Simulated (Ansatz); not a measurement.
Zn6Te6⁻, that is (ZnTe)6 ring with one electron more, relaxed as a doublet with UKS PBE-D4/def2-SVP in Ansatz, starting from the PBE-D4/def2-SVP geometry of the neutral singlet. Force threshold 0.03 eV/Å.

In the def2 sets Te takes a core potential; there is no spin–orbit coupling.

Start:

```xyz
12

Zn    2.374   -1.272    1.304
Te    2.576   -2.669   -0.743
Zn    2.482   -0.343   -1.614
Te    2.292    1.987   -2.466
Zn    0.109    0.897   -2.946
Te   -2.085   -0.222   -3.295
Zn   -2.361    1.245   -1.305
Te   -2.543    2.696    0.705
Zn   -2.479    0.382    1.610
Te   -2.333   -1.946    2.474
Zn   -0.122   -0.916    2.959
Te    2.090    0.163    3.316
```

```tsv
step	energy (eV)	largest force component (eV/Å)	SCF passes
1	-334205.9882	0.540	24
2	-334206.2606	0.245	25
3	-334206.4761	0.443	25
4	-334206.5569	0.146	22
5	-334206.5855	0.074	21
6	-334206.6069	0.061	21
7	-334206.6424	0.078	21
8	-334206.7221	0.123	24
9	-334206.8393	0.135	21
10	-334206.9651	0.167	22
11	-334207.0732	0.090	25
14	-334207.1168	0.049	21
17	-334207.2635	0.239	28
20	-334207.3547	0.111	27
23	-334207.4347	0.116	23
26	-334207.4940	0.220	26
29	-334207.5370	0.115	22
32	-334207.7009	0.102	25
35	-334207.7923	0.084	26
38	-334208.2761	0.314	25
41	-334209.1348	0.424	25
44	-334209.5459	0.116	21
47	-334209.7126	0.139	25
50	-334209.8119	0.004	20
```

Force components are those of the run's own axes.

End:

```xyz
12

Zn    2.067    0.027    0.099
Te    2.139   -2.125   -1.362
Zn   -0.304   -2.000   -0.473
Te    1.799    2.232   -1.647
Zn    0.455    0.038   -2.034
Te   -1.909   -0.931   -2.534
Zn    0.302    1.998    0.469
Te   -2.139    2.125    1.362
Zn   -2.070   -0.029   -0.097
Te   -1.796   -2.232    1.647
Zn   -0.453   -0.036    2.034
Te    1.910    0.934    2.534
```

Bonds lost: Zn3–Te4, Te6–Zn7 (atoms count from 1). Bonds formed: Zn1–Te4, Te2–Zn5, Zn3–Te6, Zn3–Te10, Te4–Zn7, Te6–Zn9, Zn7–Te12, Te8–Zn11 (atoms count from 1). Metal–metal contacts that move far: Zn1–Zn7 5.96 to 2.67 Å, Zn3–Zn9 5.96 to 2.67 Å, Zn1–Zn5 5.28 to 2.67 Å, Zn7–Zn11 5.28 to 2.68 Å.

No frequencies were taken in this run, so the end may be a saddle point.

It took 4.2 min on 2 threads of AMD EPYC 7R13 on a shared host and a share (18 GiB) of an NVIDIA H100 80GB HBM3, peak host memory 1.1 GiB.
